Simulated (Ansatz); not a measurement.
Geometry optimisation, UKS PBE0/def2-SVP in Ansatz 0.2.0.

Input:

```yaml
crystal:
  periodic: [false, false, false]
  atoms:
    - { symbol: Zn, position_ang: [-1.210061, -0.497556, -1.047242] }
    - { symbol: H, position_ang: [-0.039131, -1.460579, -1.228673] }
    - { symbol: O, position_ang: [-2.50263, 0.668233, -0.711083] }
    - { symbol: H, position_ang: [1.079193, -0.582335, 0.079643] }
    - { symbol: C, position_ang: [1.38202, 0.096672, 0.87339] }
    - { symbol: H, position_ang: [-3.161002, 0.785645, -1.402] }
    - { symbol: H, position_ang: [1.131909, -0.341354, 1.849704] }
    - { symbol: H, position_ang: [0.854853, 1.056438, 0.764605] }
    - { symbol: H, position_ang: [2.464748, 0.274935, 0.821557] }
magnetization:
  spin_polarized: true
basis:
  gaussian: { orbitals: def2-SVP }
hamiltonian:
  xc: pbe0
relax:
  f_tol: 0.03
  max_steps: 50
output:
  orbitals: {}
```

Launched with:

```bash
$ ansatz run input.yaml --threads 2 --pin off --max-ram 3072MiB --backend cpu --events-out ev --progress --plain --runs-dir out
```

Problem. Where does it end, and by what steps?

Solution. The run converged. The force dipped under the threshold on the way, but the program's further checks kept it going. After 36 steps the energy has fallen by 0.231 eV; H2 moved furthest, 1.93 Å.

```
step  energy less start (eV)  largest force component (eV/Å)  accepted
   0                  0.0000                           0.393       yes
   2                 -0.0988                           0.126       yes
   4                 -0.1286                           0.198       yes
   6                 -0.1408                           0.067       yes
   8                 -0.1729                           0.113       yes
  10                 -0.1938                           0.229       yes
  12                 -0.1986                           0.448       yes
  14                 -0.2000                           0.534       yes
  16                 -0.2080                           0.132       yes
  18                 -0.1834                           1.504        no
  20                 -0.2119                           0.342       yes
  22                 -0.2154                           0.072       yes
  24                 -0.2188                           0.230       yes
  26                 -0.2209                           0.074       yes
  28                 -0.2237                           0.204       yes
  30                 -0.2263                           0.127       yes
  32                 -0.2296                           0.115       yes
  34                 -0.2310                           0.082       yes
  36                 -0.2314                           0.010       yes
```

```xyz
9
Properties=species:S:1:pos:R:3
Zn -1.559 -1.016 -1.575
H -1.323 -2.240 -2.445
O -1.917 0.351 -0.492
H 1.871 -0.458 0.600
C 1.261 0.342 1.042
H -1.516 1.197 -0.712
H 1.237 0.216 2.133
H 0.235 0.294 0.648
H 1.710 1.315 0.800
```

Run time: 110 s on 2 threads of Arm Neoverse V1 (shared host), peak memory 0.25 GiB.
